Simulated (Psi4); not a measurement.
Method: Psi4 with SAPT0/jun-cc-pVDZ, frozen core.

Psi4 input:

```
molecule {
0 1
Cl 0.64100294 0.00000000 0.00000000
H -0.64100294 -0.00000000 -0.00000000
--
0 1
Si -2.11028919 0.99472371 3.24918547
H -0.87898258 1.02593087 2.42800205
H -2.18075807 2.21822663 4.07954941
H -2.08779302 -0.19691438 4.12720991
H -3.29363171 0.93166292 2.36196999
units angstrom
symmetry c1
no_reorient
no_com
}
set basis jun-cc-pvdz
set scf_type df
set freeze_core true
energy('sapt0')
```

Part of the output:

```
    SAPT Results
  --------------------------------------------------------------------------------------------------------
    Electrostatics                 -0.67126289 [mEh]      -0.42122382 [kcal/mol]      -1.76240048 [kJ/mol]
      Elst10,r                     -0.67126289 [mEh]      -0.42122382 [kcal/mol]      -1.76240048 [kJ/mol]

    Exchange                        2.71208741 [mEh]       1.70186054 [kcal/mol]       7.12058452 [kJ/mol]
      Exch10                        2.71208741 [mEh]       1.70186054 [kcal/mol]       7.12058452 [kJ/mol]
      Exch10(S^2)                   2.70389285 [mEh]       1.69671838 [kcal/mol]       7.09906971 [kJ/mol]

    Induction                      -0.27934759 [mEh]      -0.17529326 [kcal/mol]      -0.73342700 [kJ/mol]
      Ind20,r                      -0.91342900 [mEh]      -0.57318535 [kcal/mol]      -2.39820752 [kJ/mol]
      Exch-Ind20,r                  0.80519347 [mEh]       0.50526653 [kcal/mol]       2.11403517 [kJ/mol]
      delta HF,r (2)               -0.17111206 [mEh]      -0.10737444 [kcal/mol]      -0.44925465 [kJ/mol]

    Dispersion                     -1.02242748 [mEh]      -0.64158293 [kcal/mol]      -2.68438298 [kJ/mol]
      Disp20                       -1.16558933 [mEh]      -0.73141835 [kcal/mol]      -3.06025437 [kJ/mol]
      Exch-Disp20                   0.14316185 [mEh]       0.08983542 [kcal/mol]       0.37587139 [kJ/mol]
      Disp20 (SS)                  -0.58279467 [mEh]      -0.36570917 [kcal/mol]      -1.53012718 [kJ/mol]
      Disp20 (OS)                  -0.58279467 [mEh]      -0.36570917 [kcal/mol]      -1.53012718 [kJ/mol]
      Exch-Disp20 (SS)              0.07216786 [mEh]       0.04528602 [kcal/mol]       0.18947669 [kJ/mol]
      Exch-Disp20 (OS)              0.07099399 [mEh]       0.04454940 [kcal/mol]       0.18639470 [kJ/mol]

  Total HF                          1.76147693 [mEh]       1.10534346 [kcal/mol]       4.62475703 [kJ/mol]
  Total SAPT0                       0.73904945 [mEh]       0.46376053 [kcal/mol]       1.94037406 [kJ/mol]
```
